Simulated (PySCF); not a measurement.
H3O4P, SMILES O=P(O)(O)O (connectivity only; charge and spin as stated), charge +1, multiplicity 2.

Coordinates come from a TPSSh-D3(BJ)/def2-SVP optimisation. The multiplicity is an assumed one; other spin states were not compared. The values are those of a single conformer.

Two levels are set side by side: PBE/def2-TZVP (PySCF) and M06-2X/def2-TZVP (PySCF). Same geometry, gas phase. Differences are taken from unrounded values.

| quantity | PBE |
|---|---|
| α-spin orbital gap (eV) | 7.97 |
| β-spin orbital gap (eV) | 0.94 |
| mean polarisability (bohr³) | 36.5 |

Q: These are the PBE values. What does M06-2X give? (The exact figures need the calculation; the answer reports its results.)

A: 
```json
[
 {"quantity": "α-spin orbital gap (eV)", "M06-2X": "13.82", "PBE minus M06-2X": "-5.84"},
 {"quantity": "β-spin orbital gap (eV)", "M06-2X": "7.66", "PBE minus M06-2X": "-6.72"},
 {"quantity": "mean polarisability (bohr³)", "M06-2X": "31.2", "PBE minus M06-2X": "5.3"}
]
```

PBE's more diffuse valence density responds more strongly to a field. Differences between two approximate levels are no errors against the true value.

Rough cost on one machine, each run with all the roots and properties that it gave: M06-2X against PBE within a factor of 2.
